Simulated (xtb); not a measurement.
N-methyl-N-silylethenamine (C3H9NSi), SMILES [SiH3]N(C)C=C. All values are semi-empirical tight-binding results from xtb (GFN2-xTB unless named), good for trends rather than for accurate numbers. Geometry: GFN2-xTB. One conformer was computed; it need not be the lowest.

### Question
Estimate the properties. (The exact figures need the calculation; the answer reports its results.)

### Answer

```yaml
orbital_gap: 4.35 eV
dipole_moment: 1.15 D
zero_point_energy: 68.3 kcal/mol
G − E(el) at 298.15 K (modified RRHO): 48.6 kcal/mol
static polarisability (D4 model): 77.0 bohr³
solvation energy, GFN2-xTB/ALPB(water): -0.1 kcal/mol
solvation energy, GFN2-xTB/ALPB(methanol): -3.7 kcal/mol
```
